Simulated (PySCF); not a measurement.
Se: electron affinity

Se⁻ [Ar] 3d10 4s2 4p5 (2P) → Se [Ar] 3d10 4s2 4p4 (3P), as a difference of total energies. Calculation: PySCF 2.14, in def2-TZVPPD (7s6p5d1f, 57 functions); the non-relativistic Hamiltonian (point nucleus). Correlated levels: valence: [Ar] 3d10 frozen; valence and next inner shell: [Ne] frozen. The calculations carry no spin-orbit coupling.

```tsv
method	electron affinity (eV)	plus first-order spin-orbit estimate	difference from reference of that sum (eV)
UHF	0.982	0.969	-1.052
LDA	2.384	2.371	+0.350
PBE	2.134	2.121	+0.100
PBE0	2.059	2.046	+0.025
r2SCAN	2.114	2.100	+0.079
HSE06	2.090	2.077	+0.056
wB97M-V	2.048	2.035	+0.014
wB97X	2.132	2.118	+0.097
PW91	2.187	2.174	+0.153
MP2 (valence)	1.844	1.830	-0.191
SCS-MP2 (valence)	1.838	1.825	-0.196
MP2 (valence and next inner shell)	1.873	1.860	-0.161
SCS-MP2 (valence and next inner shell)	1.856	1.843	-0.178
```

Reference: 2.021 eV (measured; photodetachment measurements, as compiled on the Wikipedia data page of electron affinities).

A first-order spin-orbit estimate (lowest level to lowest level, LS coupling) adds -0.013 eV.

These non-relativistic numbers lack the scalar-relativistic shift.

Errors of the correlated levels include the incompleteness of this basis and the frozen core.

In the anion the highest occupied orbital energy is positive at LDA, PBE, PBE0, r2SCAN, HSE06, PW91, a self-interaction effect; the basis confines that electron, and the energy difference can still be sensible.
